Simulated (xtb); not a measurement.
Job for xtb: GFN2-xTB on BClH4Si (SMILES [SiH3]BCl), a point of a torsion scan.

```
$ xtb mol.xyz --gfn 2 --opt vtight --chrg 0 --uhf 0 --input xcontrol
7

Si    -0.82156708    -0.02232251     0.01764310
B      1.05681871     0.36184383    -0.23047084
Cl     2.29404266    -0.52888663     0.83252167
H     -1.50675598     0.99421415     0.83030001
H     -1.55001256    -0.16333311    -1.23635362
H     -0.91360205    -1.29019503     0.73200563
H      1.33394938     1.50928348    -0.42415385
$constrain
  force constant=1.0
  dihedral: 4,1,2,3,100.0
$end
```

Output:

```
[...]
           -------------------------------------------------
          |                Calculation Setup                |
           -------------------------------------------------



           -------------------------------------------------
          |                 G F N 2 - x T B                 |
           -------------------------------------------------

        Reference                      10.1021/acs.jctc.8b01176
      * Hamiltonian:
        H0-scaling (s, p, d)           1.850000    2.230000    2.230000
        zeta-weighting                 0.500000
      * Dispersion:
        s8                             2.700000
        a1                             0.520000
        a2                             5.000000
        s9                             5.000000
      * Repulsion:
        kExp                           1.500000    1.000000
        rExp                           1.000000
      * Coulomb:
        alpha                          2.000000
        third order                    shell-resolved
        anisotropic                    true
        a3                             3.000000
        a5                             4.000000
        cn-shift                       1.200000
        cn-exp                         4.000000
        max-rad                        5.000000


          ...................................................
          :                      SETUP                      :
          :.................................................:
          :  # basis functions                  28          :
          :  # atomic orbitals                  26          :
          :  # shells                           12          :
          :  # electrons                        18          :
          :  max. iterations                   250          :
          :  Hamiltonian                  GFN2-xTB          :
          :  restarted?                      false          :
          :  GBSA solvation                  false          :
          :  PC potential                    false          :
          :  electronic temp.          300.0000000     K    :
          :  accuracy                    1.0000000          :
          :  -> integral cutoff          0.2500000E+02      :
          :  -> integral neglect         0.1000000E-07      :
          :  -> SCF convergence          0.1000000E-05 Eh   :
          :  -> wf. convergence          0.1000000E-03 e    :
          :  Broyden damping             0.4000000          :
          :  net charge                          0          :
          :  unpaired electrons                  0          :
          ...................................................

 iter      E             dE          RMSdq      gap      omega  full diag
   1     -9.3575008 -0.935750E+01  0.944E+00    3.37       0.0  T
   2     -9.4663863 -0.108885E+00  0.815E+00    1.32       1.0  T
   3     -9.5675700 -0.101184E+00  0.448E+00    2.46       1.0  T
   4     -9.5657697  0.180033E-02  0.348E+00    1.85       1.0  T
   5     -9.5940728 -0.283031E-01  0.109E+00    2.19       1.0  T
   6     -9.5943023 -0.229517E-03  0.487E-01    2.23       1.0  T
   7     -9.5941083  0.193981E-03  0.341E-01    2.22       1.0  T
   8     -9.5945499 -0.441593E-03  0.706E-02    2.26       1.0  T
   9     -9.5945547 -0.477358E-05  0.381E-02    2.27       1.0  T
  10     -9.5945546  0.682416E-07  0.282E-02    2.27       1.3  T
  11     -9.5945570 -0.238873E-05  0.104E-02    2.27       3.6  T
  12     -9.5945570 -0.676831E-07  0.676E-03    2.27       5.6  T
  13     -9.5945572 -0.167843E-06  0.192E-03    2.27      19.7  T
  14     -9.5945572 -0.456304E-08  0.158E-03    2.27      23.9  T
  15     -9.5945572 -0.346327E-08  0.429E-04    2.27      88.0  T
  16     -9.5945572 -0.715458E-09  0.151E-04    2.27     251.0  T

   *** convergence criteria satisfied after 16 iterations ***

         #    Occupation            Energy/Eh            Energy/eV
      -------------------------------------------------------------
         1        2.0000           -1.0464562             -28.4755
       ...           ...                  ...                  ...
         3        2.0000           -0.5154224             -14.0254
         4        2.0000           -0.4731678             -12.8756
         5        2.0000           -0.4424346             -12.0393
         6        2.0000           -0.4379599             -11.9175
         7        2.0000           -0.4325211             -11.7695
         8        2.0000           -0.4281815             -11.6514
         9        2.0000           -0.3872678             -10.5381 (HOMO)
        10                         -0.3039022              -8.2696 (LUMO)
        11                         -0.1935766              -5.2675
        12                         -0.1726523              -4.6981
        13                         -0.1605699              -4.3693
        14                         -0.1034468              -2.8149
       ...                 
[...]
.                  ...
        26                          0.7041085              19.1598
      -------------------------------------------------------------
                  HL-Gap            0.0979799 Eh            2.6662 eV
             Fermi-level           -0.3333158 Eh           -9.0700 eV

 SCC (total)                   0 d,  0 h,  0 min,  0.003 sec
 SCC setup                      ...        0 min,  0.000 sec (  1.981%)
 Dispersion                     ...        0 min,  0.000 sec (  0.678%)
 classical contributions        ...        0 min,  0.000 sec (  0.349%)
 integral evaluation            ...        0 min,  0.001 sec ( 29.717%)
 iterations                     ...        0 min,  0.001 sec ( 20.733%)
 molecular gradient             ...        0 min,  0.001 sec ( 41.804%)
 printout                       ...        0 min,  0.000 sec (  4.378%)

         :::::::::::::::::::::::::::::::::::::::::::::::::::::
         ::                     SUMMARY                     ::
         :::::::::::::::::::::::::::::::::::::::::::::::::::::
         :: total energy              -9.560891620384 Eh    ::
         :: gradient norm              0.000047866683 Eh/a0 ::
         :: HOMO-LUMO gap              2.666167950917 eV    ::
         ::.................................................::
         :: SCC energy                -9.614328148630 Eh    ::
         :: -> isotropic ES            0.029954878470 Eh    ::
         :: -> anisotropic ES          0.002982026885 Eh    ::
         :: -> anisotropic XC          0.000992858802 Eh    ::
         :: -> dispersion             -0.003692583417 Eh    ::
         :: repulsion energy           0.053436471613 Eh    ::
         :: add. restraining           0.000000056632 Eh    ::
         :: total charge               0.000000000000 e     ::
         :::::::::::::::::::::::::::::::::::::::::::::::::::::

           -------------------------------------------------
          |                Property Printout                |
           -------------------------------------------------

    * Orbital Energies and Occupations

         #    Occupation            Energy/Eh            Energy/eV
      -------------------------------------------------------------
         1        2.0000           -1.0547884             -28.7023
         2        2.0000           -0.7163766             -19.4936
         3        2.0000           -0.5225463             -14.2192
         4        2.0000           -0.4806098             -13.0781
         5        2.0000           -0.4564768             -12.4214
         6        2.0000           -0.4448366             -12.1046
         7        2.0000           -0.4285894             -11.6625
         8        2.0000           -0.4259705             -11.5912
         9        2.0000           -0.3823058             -10.4031 (HOMO)
        10                         -0.2843259              -7.7369 (LUMO)
        11                         -0.1856228              -5.0511
        12                         -0.1686032              -4.5879
        13                         -0.1574203              -4.2836
        14                         -0.0927546              -2.5240
        15                         -0.0699438              -1.9033
        16                         -0.0336074              -0.9145
        17                          0.0129622               0.3527
        18                          0.0144704               0.3938
        19                          0.0148324               0.4036
        20                          0.0333586               0.9077
       ...                                ...                  ...
        26                          0.7041085              19.1598
      -------------------------------------------------------------
                  HL-Gap            0.0979799 Eh            2.6662 eV
             Fermi-level           -0.3333158 Eh           -9.0700 eV

     #   Z          covCN         q      C6AA      α(0)
     1  14 Si       3.706     0.378   100.199    19.169
     2   5 B        2.694     0.244    17.836     7.089
     3  17 Cl       0.845    -0.209   105.681    15.727
     4   1 H        0.916    -0.105     5.733     3.745
     5   1 H        0.917    -0.110     5.925     3.807
     6   1 H        0.917    -0.105     5.754     3.752
     7   1 H        0.936    -0.093     5.306     3.601

 Mol. C6AA /au·bohr⁶  :       1148.082725
 Mol. C8AA /au·bohr⁸  :      43976.849902
 Mol. α(0) /au        :         56.890666


Wiberg/Mayer (AO) data.
largest (>0.10) Wiberg bond orders for each atom

 ---------------------------------------------------------------------------
     #   Z sym  total        # sym  WBO       # sym  WBO       # sym  WBO
 ---------------------------------------------------------------------------
     1  14 Si   3.596 --     6 H    0.905     5 H    0.901     4 H    0.896
                             2 B    0.895
     2   5 B    3.234 --     3 Cl   1.242     7 H    0.985     1 Si   0.895
     3  17 Cl   1.263 --     2 B    1.242
     4   1 H    0.989 --     1 Si   0.896
     5   1 H    0.988 --     1 Si   0.901
     6   1 H    0.989 --     1 Si   0.905
     7   1 H    0.991 --     2 B    0.985
 ---------------------------------------------------------------------------

Topologies differ in total number of bonds
Writing topology from bond orders to xtbtopo.mol

molecular dipole:
                 x           y           z       tot (Debye)
 q only:       -0.408       0.184      -0.240
   full:        0.143       0.222      -0.172       0.800
molecular quadrupole (traceless):
                xx          xy          yy          xz          yz          zz
 q only:       -3.213       0.550       1.827      -1.742       0.796       1.386
  q+dip:       -3.423       1.037       2.007      -1.926       0.773       1.416
   full:       -3.502       0.532       1.825      -1.724       1.758       1.677

           -------------------------------------------------
          |                Geometry Summary                 |
           -------------------------------------------------

      molecular mass/u    :       78.3812273
   center of mass at/Å    :        0.8487891      -0.0992810       0.4087995
  moments of inertia/u·Å² :        0.1662401E+02   0.1792466E+03   0.1903460E+03
rotational constants/cm⁻¹ :        0.1014053E+01   0.9404718E-01   0.8856310E-01

 * 6 selected distances

     #   Z          #   Z                                           value/Å
     1  14 Si       2   5 B                                       1.9769227 (max)
     2   5 B        3  17 Cl                                      1.6955869
     1  14 Si       4   1 H                                       1.4704745
     1  14 Si       5   1 H                                       1.4688410
     1  14 Si       6   1 H                                       1.4673824
     2   5 B        7   1 H                                       1.1780019 (min)

 * 4 distinct bonds (by element types)

   Z      Z             #   av. dist./Å        max./Å        min./Å
   1 H    5 B           1     1.1780019     1.1780019     1.1780019
   1 H   14 Si          3     1.4688993     1.4704745     1.4673824
   5 B   14 Si          1     1.9769227     1.9769227     1.9769227
   5 B   17 Cl          1     1.6955869     1.6955869     1.6955869


optimized geometry written to: xtbopt.xyz


           -------------------------------------------------
          | TOTAL ENERGY               -9.560891620384 Eh   |
          | GRADIENT NORM               0.000047866683 Eh/α |
          | HOMO-LUMO GAP               2.666167950917 eV   |
           -------------------------------------------------

------------------------------------------------------------------------
------------------------------------------------------------------------
 total:
 SCF:
 ANC optimizer:
Note: The following floating-point exceptions are signalling: IEEE_UNDERFLOW_FLAG IEEE_DENORMAL
normal termination of xtb
```

The run finished.

Warnings raised: the energy holds the restraint's term.

Cost: roughly 0.07 core-seconds.
